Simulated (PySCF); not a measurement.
**NaHg⁺: frontier orbitals**

PBE0 at R = 3.084 Å; basis Na cc-pVDZ, Hg cc-pVDZ-PP with ECP60; scalar-relativistic core potentials; PySCF 2.14. State: ¹Σ⁺ (singlet), closed shell. Only the outer orbitals are listed, counted within each symmetry, core potentials removing the inner ones.

```csv
orbital,occ.,ε (eV),on Na (%),main shells (%)
6σ,2,-16.72,0,99 Hg d
3π,2,-16.65,0,100 Hg d
3π,2,-16.65,0,100 Hg d
1δ,2,-16.54,0,100 Hg d
1δ,2,-16.54,0,100 Hg d
7σ,2,-12.39,2,96 Hg s
8σ,0,-6.35,75,"75 Na s, 21 Hg p"
4π,0,-4.87,29,"71 Hg p, 26 Na p"
4π,0,-4.87,29,"71 Hg p, 26 Na p"
```

**Question.** Which are the highest filled and the lowest empty level, where do they sit, and how wide is the gap?

**Answer.** Highest filled 7σ at -12.39 eV (in %: 96 Hg s); lowest empty 8σ at -6.35 eV (in %: 75 Na s, 21 Hg p); the gap at PBE0 is 6.04 eV.

The bond order (Mayer) is 0.12 and the ⟨S²⟩ is 0.000. The charge on Na (Mulliken, basis-dependent) is 0.93, the charge on Na (Löwdin, basis-dependent) is 0.61 and the dipole moment (positive dipole points towards Hg; it is taken about the centre of mass and depends on that origin) is -10.60 D. The polarisability along the bond is 43.5 bohr³. The polarisability across the bond is 33.5 bohr³.

Closed-shell solutions of metal pairs were not tested for spin polarisation, which can lower them a little. Spin–orbit coupling is left out.
